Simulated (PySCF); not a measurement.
Level of theory: B3LYP-D3(BJ)/def2-TZVP // PBE-D3(BJ)/def2-SVP (PySCF 2.14.0). Gas-phase values, no solvent. One relaxed conformer stands for a flexible species; it need not be the lowest. B3LYP has the VWN-RPA correlation part, as in Gaussian. 

Reference species: [Zn(H)2] (neutral, multiplicity 1).

| Quantity | Result |
|---|---|
| HOMO | -7.84 eV |
| coordination number | 2 |

Changed species: [Zn(H)(SH)] (1 of 2 H replaced by SH; the reference has 0 of 2 H replaced by SH).

Question: Give the shifts of the HOMO and coordination number.

Answer: the HOMO increases by 0.81 eV, to -7.03 eV; the coordination number stays essentially unchanged.
